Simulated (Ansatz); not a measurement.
Harmonic frequencies (cm⁻¹) at PBE0-D4/def2-TZVP from Ansatz: 67, 88, 158, 204, 209, 350, 360, 496, 564, 832, 854, 926, 930, 996, 1002, 1062, 1074, 1104, 1159, 1242, 1255, 1309, 1379, 1405, 1405, 1413, 1417, 1491, 1491, 1499, 1499, 2545, 2960, 2960, 3045, 3046, 3050, 3051, 3112, 3112, 3119, 3120.

Each molecule was computed in one conformer, which needn't be the lowest.

(1) Which molecule is it?
A. `BC(C)(C)C`
B. `CBC(C)C`
C. `BCC(C)C`
D. `CCBCC`

Answers

(1) D.
